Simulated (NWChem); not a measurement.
# BCl

```xyz
2

B      0.0000     0.0000    -1.2974
Cl     0.0000     0.0000     0.4362
```
Atoms are numbered in this order, from 1.

The geometry was optimised at PBE-D3(BJ)/def2-SVP.

 States above −ε(HOMO) = 6.3 eV lie in this functional's continuum and hang on the basis.

Question: List the 4 lowest vertical singlet excitations from PBE/def2-SVPD, TDA (NWChem).

Answer: 
| state | energy (eV) | oscillator strength | leading excitation (squared amplitude) |
|---|---|---|---|
| S1 | 4.70 | 0.093 | HOMO → LUMO (0.97) |
| S2 | 4.70 | 0.093 | HOMO → LUMO+1 (0.97) |
| S3 | 6.71 | 0.000 | HOMO−2 → LUMO+1 (0.50) |
| S4 | 6.86 | 0.000 | HOMO−2 → LUMO (0.50) |
